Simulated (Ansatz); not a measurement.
Z-matrix (Å, degrees):
```
Si
C 1 1.942
B 1 2.220 2 42.7
Si 1 2.406 2 85.1 3 29.9
H 1 1.482 2 108.1 3 136.7
H 1 1.480 2 116.6 3 -95.8
H 2 1.091 1 103.1 3 -118.6
H 2 1.087 1 118.1 3 117.2
H 3 1.203 1 107.8 2 -112.6
H 4 1.486 1 103.9 2 95.9
H 4 1.481 1 122.4 2 -135.9
```

The species carries charge 0 and has multiplicity 1.

List the PBE/def2-TZVPP orbital energies in eV (Ansatz). (Estimate.)

Computed: Occupied: -1780.00, -1779.38, -268.82, -176.85, -137.74, -137.18, -94.48, -94.46, -94.44, -93.95, -93.89, -93.85, -17.85, -13.98, -12.20, -11.54, -10.64, -9.07, -8.74, -8.32, -7.71, -7.12, -5.93. Lowest empty: -2.17, -0.95, -0.55, 0.06, 0.37, 0.88, 0.99, 1.38.
